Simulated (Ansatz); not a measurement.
CH4Cl2OSn, SMILES `C[O][SnH]([Cl])[Cl]`, relaxed with RKS PBE-D4/def2-SVP in Ansatz from a rough embedded geometry. The force threshold is 0.03 eV/Å; the program also tests the step.

Charge 0, multiplicity 1. Sn: def2 effective core potential.

Start:

```xyz
9

C     0.393    1.395   -0.217
O    -0.761    0.756    0.355
Sn   -0.438   -1.192    0.183
Cl    1.273   -1.901    1.556
Cl   -2.402   -2.401    0.666
H     1.256    1.168    0.379
H     0.467    1.185   -1.285
H     0.167    2.498   -0.111
H     0.046   -1.508   -1.527
```

(1) How much energy does the relaxation release, and in how many steps? (Best estimate.)

(2) Which bonds change most? (An estimate is asked.)

(3) Give the relaxed structure. (Estimate.)

Results:

(1) The calculation gave: 36.75 kJ/mol, in 40 steps, 8 of them rejected.

(2) Ansatz gave: Sn3–H9 from 1.805 to 1.716 Å; Sn3–Cl4 from 2.306 to 2.364 Å; C1–H6 from 1.073 to 1.114 Å; C1–H7 from 1.091 to 1.111 Å.

(3) Ansatz gave: 
```xyz
9

C     0.368    1.458   -0.092
O     0.102    0.371   -0.967
Sn   -0.352   -1.415   -0.211
Cl    1.392   -2.028    1.262
Cl   -2.296   -1.189    1.114
H     1.208    1.249    0.611
H     0.656    2.328   -0.719
H    -0.524    1.749    0.510
H    -0.556   -2.522   -1.506
```
